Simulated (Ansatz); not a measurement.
Basis sets compared for the cluster Mo3O9⁻. Total charge -1; doublet. Geometry PBE-D4/def2-SVP. Ansatz on 4 threads of Arm Neoverse V2 on a shared host; times are rough, and most runs start from earlier orbitals.

Cartesian coordinates in Å:
```
Mo 0.0174 -0.2944 -1.9544
Mo -1.6703 -1.0400 0.1919
Mo 0.9349 1.2096 1.1551
O 2.7572 0.6451 1.4120
O -1.3284 -2.6929 0.4903
O 0.6588 2.8437 1.5087
O -0.7532 0.2293 1.2054
O 1.8796 0.2543 2.5338
O 0.9120 -1.7019 -2.3502
O -3.3189 -0.7235 -0.1582
O -0.8821 0.3505 -3.2643
O 0.7931 0.9201 -0.7701
```

In the def2 sets Mo takes a core potential; there is no spin–orbit coupling. The structure holds one bond between oxygen atoms, so isomers without such links may lie far lower. The structure comes from a short search, and lower isomers may exist.

| level | functions | energy (Eh) | HOMO (eV) | LUMO (eV) | wall time |
| --- | --- | --- | --- | --- | --- |
| PBE-D4/def2-SVP | 219 | -881.0660 | -1.74 | -1.13 | 12 s |
| PBE0-D4/def2-SVP (with forces) | 219 | -880.7752 | -3.13 | -0.61 | 21 s |

(1) Estimate the rows for PBE-D4/def2-SVPD, PBE0-D4/def2-SVPD.

Results:

(1) 
```csv
level,functions,energy (Eh),HOMO (eV),LUMO (eV),wall time
PBE-D4/def2-SVPD,309,-881.1130,-1.94,-1.33,23 s
PBE0-D4/def2-SVPD,309,-880.8231,-3.25,-0.73,51 s
```
